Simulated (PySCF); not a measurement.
SbCl5, SMILES [Cl][Sb]([Cl])([Cl])([Cl])[Cl].

The structure is a stationary point at PBE0-D3(BJ)/def2-SVP. The isomer is the one that the SMILES or the coordinates give; other isomers of the formula were not compared. The def2 effective core potentials stand for the cores of Sb; spin–orbit coupling is left out.

Level of theory: B3LYP/def2-TZVP (PySCF).

Gas-phase values at a fixed geometry.

- total energy: -2541.58651 hartree
- point group: D3h
- highest occupied level: -8.96 eV
- lowest empty level: -4.99 eV
- orbital gap: 3.96 eV
- dipole moment: 0.00 D
- quadrupole, principal values (traceless, Buckingham form, about the centre of nuclear charge): -4.57, 2.28, 2.28 D·Å
- mean static polarisability: 103.0 bohr³ (15.26 Å³)
- polarisability, principal values: 99.0, 99.0, 111.0 bohr³
